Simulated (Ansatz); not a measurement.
Input for Ansatz (a first-principles code): U-B3LYP/def2-TZVPP on ClH2Sb (SMILES [Cl][SbH2]), a point of a bond scan (R = 2.578 Å). Elements past Kr take the def2 small-core potentials; no spin–orbit coupling.

Ansatz 0.2 input:
```yaml
crystal:
  periodic: [false, false, false]
  atoms:
    - {symbol: Sb, position_ang: [-0.33564918, -0.34298871, 0.31866257]}
    - {symbol: H, position_ang: [0.16712785, -2.38036377, -1.17848434]}
    - {symbol: H, position_ang: [-1.71924546, 0.02483330, -0.63200022]}
    - {symbol: Cl, position_ang: [1.10810693, 1.12757821, -0.87884443]}
basis:
  gaussian:
    orbitals: def2-TZVPP
hamiltonian:
  xc: {name: B3LYP}
magnetization: {spin_polarized: true, initial_magnetization: 0}
```

The head of its log:

```
WARN ansatz: RAYON_NUM_THREADS=1 ignored (pool sized by the plan → 1); use --threads N
Functional definition: B3LYP
integrals: 0.04 GiB planned
867 factors; their error is unknown
mean field: 0.49 GiB planned
mean field evaluation 1: about -19093.3994 eV, gradient 1.4e1 eV
mean field evaluation 2: about -19089.8070 eV, gradient 2.6e1 eV
```

**Question.** Give the final energy of this run.

**Answer.** -701.7237 hartree.
